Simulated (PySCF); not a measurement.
Al(H)2(Me) (CH5Al), SMILES [CH3][AlH2]. Atoms are numbered in the order given.

```xyz
7

Al     0.0072    -0.3463    -0.6244
H     -1.3340    -0.4829    -1.4682
H      1.3482    -0.9661    -1.2130
C     -0.0072     0.5910     1.0858
H     -0.0713     1.6726     0.9156
H      0.8894     0.4087     1.6823
H     -0.8824     0.3235     1.6855
```
Charge 0, spin multiplicity 1.

Geometry: PBE0-D3(BJ)/def2-TZVP.

Level of theory: PBE0/pcJ-1 in PySCF.

Isotropic couplings with Fermi-contact, spin-dipole and both spin-orbit terms, one fixed conformer, no vibrational averaging. Isotopes: 13C, 1H.

```csv
pair,bonds apart,J (Hz)
C4–H5,1,113.5
C4–H6,1,122.2
C4–H7,1,118.5
H2–H3,2,31.7
H2–C4,2,(withheld)
H3–C4,2,(withheld)
H5–H6,2,-15.7
H5–H7,2,-17.3
H6–H7,2,-13.9
H2–H5,3,(withheld)
H2–H6,3,(withheld)
H2–H7,3,(withheld)
H3–H5,3,(withheld)
H3–H7,3,(withheld)
```

Q: Some entries are withheld; supply them. (Estimate from the structure and the level; the computed values follow.)

A: 
- H2–C4, J (Hz): 16.2
- H3–C4, J (Hz): 16.3
- H2–H5, J (Hz): -1.8
- H2–H6, J (Hz): 6.4
- H2–H7, J (Hz): -0.8
- H3–H5, J (Hz): -0.7
- H3–H7, J (Hz): 3.3
